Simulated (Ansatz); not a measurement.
This geometry of a periodic cell of 31 atoms, Al (host Al, host structure fcc, one Al atom removed) is a first-order saddle point.

Computed with Ansatz, DFT PBE, scalar-relativistic, plane waves, PAW. Settings: PAW set soft_1, cutoff 420 eV, k mesh 3x3x3, gaussian smearing 0.15 eV, no spin polarisation.

```xyz
31
Lattice="8.1000 0.0000 0.0000 0.0000 8.1000 0.0000 0.0000 0.0000 8.1000" Properties=species:S:1:pos:R:3
Al 6.022 1.990 -0.002
Al 6.049 -0.012 1.986
Al 0.058 0.032 -0.002
Al 3.040 1.011 -0.002
Al 4.019 3.993 -0.002
Al 6.067 6.084 -0.002
Al 1.978 -0.052 2.172
Al 4.103 2.074 2.172
Al 6.087 4.057 2.028
Al 4.074 -0.023 4.048
Al 6.149 2.031 4.048
Al 6.049 -0.012 6.109
Al 0.013 4.038 -0.002
Al 2.061 6.129 -0.002
Al 0.032 2.035 1.986
Al 2.017 4.020 1.986
Al 4.064 6.103 1.986
Al -0.068 -0.009 4.048
Al 2.006 2.045 4.048
Al 4.060 4.120 4.048
Al 6.078 6.073 4.048
Al 1.978 -0.052 5.923
Al 4.103 2.074 5.923
Al 6.087 4.057 6.067
Al -0.006 6.065 2.028
Al 0.002 4.049 4.048
Al 2.020 6.002 4.048
Al 0.032 2.035 6.109
Al 2.017 4.020 6.109
Al 4.064 6.103 6.109
Al -0.006 6.065 6.067
```

**Question.** Which two structures does it join? (They come from a converged band through this point; their orientation in space is the band's.)

**Answer.** The atom that moves furthest is Al4, by 2.80 Å.

Image 0:

```xyz
31
Lattice="8.1000 0.0000 0.0000 0.0000 8.1000 0.0000 0.0000 0.0000 8.1000" Properties=species:S:1:pos:R:3
Al 6.063 2.005 -0.006
Al 6.064 -0.002 2.003
Al 0.006 -0.003 -0.005
Al 2.047 2.005 -0.005
Al 4.055 4.047 -0.004
Al 6.065 6.090 -0.005
Al 2.048 -0.003 2.003
Al 4.055 2.005 2.003
Al 6.088 4.047 2.027
Al 4.055 -0.004 4.045
Al 6.087 2.030 4.045
Al 6.063 -0.003 6.087
Al 0.005 4.048 -0.004
Al 2.048 6.089 -0.005
Al 0.005 2.029 2.027
Al 2.023 4.047 2.029
Al 4.057 6.089 2.003
Al 0.005 -0.003 4.045
Al 2.022 2.029 4.046
Al 4.055 4.047 4.046
Al 6.088 6.064 4.045
Al 2.047 -0.002 6.087
Al 4.055 2.004 6.088
Al 6.087 4.048 6.063
Al 0.006 6.065 2.028
Al 0.005 4.047 4.045
Al 2.024 6.065 4.046
Al 0.003 2.029 6.063
Al 2.023 4.046 6.064
Al 4.056 6.089 6.088
Al 0.005 6.065 6.063
```

Image 6:

Only the atoms that move by more than 0.05 Å are listed.
```
Al4 4.028 0.022 0.000
```

**Question.** How far does it lie above each of them?

**Answer.** 0.67 eV above the first and 0.67 eV above the second. This is the barrier of this one path; another mechanism may lie lower. Limits of this set-up: coarse k mesh.

The run took 8.7 min on 4 threads of Arm Neoverse V2, with other jobs on the host, peak memory 4 GiB.
